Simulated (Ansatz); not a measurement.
Molecule: C₅H₁₁O, net charge 0, doublet state. It need not be the lowest isomer of its formula. 
Coordinates optimised at B3LYP-D3(BJ)/def2-TZVP (Ansatz, a first-principles code):
```
C
O 1 1.4538
C 2 1.3516 1 119.01
H 3 1.0792 2 113.42 1 177.27
H 3 1.0818 4 120.87 2 153.14
C 1 1.5231 2 103.72 3 177.54
H 6 1.0902 1 110.25 2 -59.52
H 6 1.0904 7 108.39 1 -120.89
H 6 1.0906 7 108.69 8 -117.94
C 1 1.5271 2 109.80 3 59.04
H 10 1.0898 1 111.37 2 -64.45
H 10 1.0904 11 108.28 1 -121.38
H 10 1.0910 11 108.27 12 -117.57
C 1 1.5280 2 110.06 3 -64.17
H 14 1.0899 1 111.96 2 67.22
H 14 1.0905 15 108.53 5 88.38
H 14 1.0908 15 107.67 16 117.27
```
Charge 0, spin multiplicity 2.

Wanted: atomisation energy (electronic, to ground-state atoms); the coupled-cluster value holds the core correlation from cc-pwCVTZ, in kJ/mol. Correlated levels leave the core frozen unless marked. Open shells are spin-unrestricted. No spin-orbit coupling. Non-relativistic. CBS marks a two-point X^-3 extrapolation of the correlation energy; Hartree-Fock from the larger set. The bracket is a focal-point correction in the basis named.

Level to compare with: RI-MP2/CBS(cc-pVTZ,cc-pVQZ)+[CCSD(T)-MP2]/cc-pVTZ plus the core term (Ansatz), 6661.3 kJ/mol. It is a level with limits of its own, and the differences hold the functionals' basis error too.

Problem. Rank these functionals by how close they come to RI-MP2/CBS(cc-pVTZ,cc-pVQZ)+[CCSD(T)-MP2]/cc-pVTZ, closest first: revPBE/def2-TZVPD (Ansatz); PBE/def2-TZVPD (Ansatz); r2SCAN0/def2-TZVPD (Ansatz).

Solution. PBE/def2-TZVPD (GGA, 6740.1 kJ/mol, difference 78.8), r2SCAN0/def2-TZVPD (hybrid meta-GGA, 6576.5 kJ/mol, difference -84.8), revPBE/def2-TZVPD (GGA, 6509.7 kJ/mol, difference -151.6)
